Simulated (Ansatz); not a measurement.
Series SiXY, Y = chloro, computed as singlets and as triplets. All species are isolated molecules in the gas phase. One relaxed conformer stands for each flexible species; it need not be the lowest. Strings in code marks are SMILES.

Quantity: adiabatic spin-state energy, in kcal/mol. HF references are unrestricted for open shells and restricted for singlets. The restricted reference of `Cl[Si]Cl`, `[SiH3][Si]Cl`, `S[Si]Cl`, `[C-]#[N+][Si]Cl` and `[SiH]Cl` is unstable towards unrestricted orbitals.

Level 1: frozen-core CCSD(T)/cc-pVTZ // PBE0-D3(BJ)/def2-TZVP (Ansatz, a program for electronic structure)
Level 2: B3LYP/cc-pVTZ // PBE0-D3(BJ)/def2-TZVP (Ansatz)
Level 3: PBE/cc-pVTZ // PBE0-D3(BJ)/def2-TZVP (Ansatz)
Level 4: PBE0/cc-pVTZ // PBE0-D3(BJ)/def2-TZVP (Ansatz)

```csv
species,level 1,level 2,level 3,level 4
`S[Si]Cl`: multiplicity 3 minus multiplicity 1,46.1,45.6,42.8,41.2
`Cl[Si]Cl`: multiplicity 3 minus multiplicity 1,53.1,53.4,50.4,48.4
`O[Si]Cl`: multiplicity 3 minus multiplicity 1,61.0,61.0,57.4,55.9
`[SiH]Cl`: multiplicity 3 minus multiplicity 1,33.8,34.0,30.3,28.8
`[SiH3][Si]Cl`: multiplicity 3 minus multiplicity 1,22.3,22.2,19.7,17.9
`N[Si]Cl`: multiplicity 3 minus multiplicity 1,56.9,56.1,52.7,51.5
`[C-]#[N+][Si]Cl`: multiplicity 3 minus multiplicity 1,50.5,49.7,45.2,44.7
```
